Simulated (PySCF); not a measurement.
# ZrOBr2: fields on a plane

Method: PBE in PySCF with Zr def2-SVP with ECP28, O def2-SVP, Br def2-SVP; scalar-relativistic core potentials, no spin–orbit coupling; density-fitted integrals.

The singlet minimum has Zr–Br 2.533 Å (×2), Zr–O 1.745 Å; Br–Zr–Br 119.7°, Br–Zr–O 111.4° (×2).

The plane holds Zr1 at (0.00, 0.00), O2 at (1.74, 0.00), Br3 at (-0.92, 2.36) Å. Columns run from x = -2.85 to 4.05 Å, rows from y = 4.65 (top) to -1.95 Å, in steps of 0.3 Å. Other isomers or separated fragments may lie lower. Core electrons replaced by a potential are absent, the electrostatic potential uses the reduced nuclear charge, and values within about 0.7 Å of such atoms have no physical meaning.

Q: Give the electron localisation function (set to 0 where the density is under 0.005 e/Å³). Lower edges of the bins: '_' 0.000, '.' 0.089, ':' 0.179, '-' 0.268, '=' 0.357, '+' 0.447, '*' 0.536, '#' 0.625, '%' 0.714, '@' 0.804; top 0.89, each point printed twice.

A: 
```
________________________________________________
______....::::--::::..__________________________
____..::--==++++++==--::________________________
__..--==**##%%%%####++==::______________________
..--++##%%@@@@@@@@%%##**==..____________________
::==**%%@@%%####%%@@%%##++::____________________
--++%%@@%%::::::--%%@@##++--____________________
==**%%@@++--##%%::**@@%%++--____________________
==##@@@@++==--**--**@@##++::____________________
==**%%@@##..++==::##%%##--..____________________
==**##@@@@##====##%%##==..______....____________
::++**##%%@@%%%%##++::..__..::--==--::..________
..--==++****++--::::::....::**##****==--..______
__..::::--::..::++%%%%**::==%%@@@@%%##==::______
__________..::##@@%%@@@@==++@@@@@@@@%%**--..____
__________..++@@@@____%%++**%%..::@@@@##--..____
__________..**@@@@____%%++**%%..::@@@@##--..____
__________..--##@@%%@@@@==++@@@@@@@@%%**--..____
______........--**%%@@##::==%%@@@@%%##==::______
____::::--::......----....--**####**==--..______
__..--==++++==--....______..======--::..________
__..--==++******==::..______..::....____________
__..--==++**####**++--..________________________
```

Q: Give the electron density (e/Å³) (cut at 5 e/Å³). Lower edges of the bins (e/Å³): '0' 0.000, '1' 0.030, '2' 0.076, '3' 0.151, '4' 0.268, '5' 0.455, '6' 0.750, '7' 1.218, '8' 1.960, '9' 3.136; top 5.00.

A: 
```
000000000000000000000000
000000000000000000000000
000001111000000000000000
000112222110000000000000
001234444321000000000000
011346666431100000000000
012467997642100000000000
013579999653100000000000
013579999753100000000000
013468998643100000000000
012456776542110000000000
001245555432211111000000
001123445544333332100000
000112356776545664210000
000012469998668987420000
000012589449879998521000
000012589449879998521000
000012469999668987420000
000012346776545664210000
000011234443333332100000
000112222222111111000000
000111222211100000000000
000011221110000000000000
```
